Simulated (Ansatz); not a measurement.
`[OH][GaH2]` + `N#CO` → `N#C[O][GaH2]` + H₂O at 298.15 K and 1 bar (ligand exchange at a Ga–O bond).

Program: Ansatz. Geometries: PBE0-D4/def2-TZVP. ΔE: electronic, gas phase. CCSD(T)/CBS is the MP2 limit (def2-TZVPP, def2-QZVPP) plus CCSD(T) − MP2 in def2-TZVPP, frozen cores. This one scheme is used for every species. For Ga outer-core shells are correlated without core-valence functions, which leaves a few kJ/mol of doubt a bond. Scalar relativity is left out up to krypton. Each species was taken in one conformer, which may not be the lowest.

```json
{"species": "`[OH][GaH2]`", "CCSD(T)/CBS energy (Eh)": "-2000.92981", "H − E (kJ/mol)": "82.7", "S (J/(mol·K))": "263.1"}
{"species": "`N#CO`", "CCSD(T)/CBS energy (Eh)": "-168.48100", "H − E (kJ/mol)": "68.5", "S (J/(mol·K))": "241.1"}
{"species": "`N#C[O][GaH2]`", "CCSD(T)/CBS energy (Eh)": "-2093.04540", "H − E (kJ/mol)": "84.9", "S (J/(mol·K))": "310.0"}
{"species": "H₂O", "CCSD(T)/CBS energy (Eh)": "-76.37941", "H − E (kJ/mol)": "66.4", "S (J/(mol·K))": "188.7"}
```

H − E and S are ideal-gas, rigid-rotor, harmonic terms from PBE0-D4/def2-TZVP, for one conformer and one mirror image of each species. 1 Eh = 2625.50 kJ/mol, R = 8.31446 J/(mol·K).

**Question.** By hand: ΔE, ΔH, ΔS and ΔG.

**Answer.** ΔE = (-2093.04540) + (-76.37941) − (-2000.92981) − (-168.48100) = -0.01400 Eh = -36.8 kJ/mol. Δ(H − E) = 84.9 + 66.4 − 82.7 − 68.5 = 0.1, so ΔH = -36.7 kJ/mol. ΔS = 310.0 + 188.7 − 263.1 − 241.1 = -5.5 J/(mol·K). ΔG = -36.7 − 298.15 × (-5.5)/1000 = -35.1 kJ/mol.

**Question.** By hand: the equilibrium constant, and the temperature at which ΔG would vanish if ΔH and ΔS stayed fixed.

**Answer.** log₁₀ K = −ΔG/(RT ln 10) = 6.1. ΔG = 0 at ΔH/ΔS = 6673 K, far beyond where these terms or the molecules hold.

The number of gas molecules stays the same, so ΔS is small and ΔH decides. A doubt of 5 kJ/mol in ΔE shifts log₁₀ K by 0.9 here. Other conformers and mirror images would add mixing entropy, several J/(mol·K) or more a flexible species. These are equilibria of isolated gas molecules and say nothing of rates. Largest T1 diagnostic: 0.015 (customary marks: 0.02 for closed shells, 0.045 for open ones).
